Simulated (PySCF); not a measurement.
Bonding in `C#C[Si@@]1(N)CC[SiH2]1`

Species: C4H9NSi2.
Atom-mapped SMILES: `[CH:1]#[C:2][Si@@:3]1([NH2:4])[CH2:5][CH2:6][SiH2:7]1` (hydrogens: H8 on C1; H9, H10 on N4; H11, H12 on C5; H13, H14 on C6; H15, H16 on Si7)

Structure used (GFN2-xTB), in Å, numbered top down from 1:
```
atom  x, y, z in Å
C1     3.2695   -0.7118    0.1002
C2     2.1680   -0.2417    0.2032
Si3    0.4421    0.4205    0.3710
N4     0.6881    1.9922    1.0516
C5    -0.5570    0.1975   -1.2774
C6    -1.6023   -0.8546   -0.8273
Si7   -1.3458   -0.8778    1.0838
H8     4.2395   -1.1110    0.0110
H9     1.4870    2.5363    0.7689
H10   -0.1042    2.5912    1.2127
H11    0.0108   -0.1378   -2.1441
H12   -1.0534    1.1220   -1.5760
H13   -2.6069   -0.6007   -1.1637
H14   -1.3710   -1.8260   -1.2649
H15   -1.2008   -2.2292    1.6370
H16   -2.4713   -0.2602    1.8026
```

Bond orders from the PBE0/pcSseg-1 density (PySCF). One conformer (not necessarily the lowest) at the GFN2-xTB geometry, without solvent, vibrations or thermal averaging.

**Question.** Where do the orders between heavy atoms depart from those drawn in the SMILES?

**Answer.** The largest departure is 0.454, at C1–C2 (drawn triple, 2.546). Drawn single, order below 0.88: C2–Si3 (0.876) and Si3–C5 (0.828). Drawn double or triple, more than 0.30 short of the drawn order: C1–C2 (2.546).

**Question.** Give the Mayer order of every bond between heavy atoms, beside its length.

**Answer.** 
```
   bond  drawn as  length (Å)  Mayer order
  C1–C2    triple       1.202        2.546
 C2–Si3    single       1.856        0.876
 Si3–N4    single       1.730        1.081
 Si3–C5    single       1.940        0.828
  C5–C6    single       1.550        1.001
 C6–Si7    single       1.928        0.924
Si7–Si3    single       2.322        0.912
```

By pair of heavy elements: C–C: lowest C5–C6 (1.001, 1.550 Å), highest C1–C2 (2.546, 1.202 Å). C–Si: lowest Si3–C5 (0.828, 1.940 Å), highest C6–Si7 (0.924, 1.928 Å); in 1 of the 3 pairs the longer bond (by over 0.003 Å) has the higher order (by 0.02 or more).

**Question.** And the bonds to hydrogen?

**Answer.** C–H: 0.95 to 1.09 (5 bonds); H–N: 0.94 to 0.95 (2 bonds); H–Si: 0.94 (2 bonds).

**Question.** Sum the orders of all bonds at each heavy atom with more than one neighbour and set the sums beside the valence in the SMILES.

**Answer.** C1 3.638 (drawn 4), C2 3.422 (drawn 4), Si3 3.697 (drawn 4), N4 2.966 (drawn 3), C5 3.733 (drawn 4), C6 3.829 (drawn 4), Si7 3.712 (drawn 4). Orders between atoms that aren't bonded are not in these sums.

Mayer orders depend on the basis set.
